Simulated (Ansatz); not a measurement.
`[OH][GaH][SH]` + H₂ → `[OH][GaH2]` + H₂S at 400 K and 1 bar (hydrogenolysis of a Ga–S bond).

Calculated with Ansatz (gas phase, PBE0-D4/def2-TZVP geometries, no zero-point term in ΔE). CCSD(T)/CBS is the MP2 limit (def2-TZVPP, def2-QZVPP) plus CCSD(T) − MP2 in def2-TZVPP, frozen cores. This one scheme is used for every species. For Ga outer-core shells are correlated without core-valence functions, which leaves a few kJ/mol of doubt a bond. Scalar relativity is left out up to krypton. One conformer a species, not always the lowest.

| species | CCSD(T)/CBS energy (Eh) | H − E (kJ/mol) | S (J/(mol·K)) |
| --- | --- | --- | --- |
| `[OH][GaH][SH]` | -2398.75721 | 103.6 | 333.9 |
| H₂ | -1.17544 | 38.0 | 139.0 |
| `[OH][GaH2]` | -2000.92981 | 89.0 | 281.3 |
| H₂S | -398.97279 | 53.4 | 215.9 |

H − E and S are ideal-gas, rigid-rotor, harmonic terms from PBE0-D4/def2-TZVP, for one conformer and one mirror image of each species. The MP2-based limit puts H₂ 0.8 mEh under its directly extrapolated value; such offsets cancel only in part. 1 Eh = 2625.50 kJ/mol, R = 8.31446 J/(mol·K).

**Question.** By hand: ΔE, ΔH, ΔS and ΔG.

**Answer.** ΔE = (-2000.92981) + (-398.97279) − (-2398.75721) − (-1.17544) = 0.03005 Eh = 78.9 kJ/mol. Δ(H − E) = 89.0 + 53.4 − 103.6 − 38.0 = 0.8, so ΔH = 79.7 kJ/mol. ΔS = 281.3 + 215.9 − 333.9 − 139.0 = 24.3 J/(mol·K). ΔG = 79.7 − 400 × (24.3)/1000 = 70.0 kJ/mol.

**Question.** By hand: the equilibrium constant, and the temperature at which ΔG would vanish if ΔH and ΔS stayed fixed.

**Answer.** log₁₀ K = −ΔG/(RT ln 10) = -9.1. ΔG = 0 at ΔH/ΔS = 3280 K, far beyond where these terms or the molecules hold.

ΔH outweighs TΔS. A doubt of 5 kJ/mol in ΔE shifts log₁₀ K by 0.7 here. Other conformers and mirror images would add mixing entropy, several J/(mol·K) or more a flexible species. These are equilibria of isolated gas molecules and say nothing of rates. Largest T1 diagnostic: 0.015 (customary marks: 0.02 for closed shells, 0.045 for open ones).
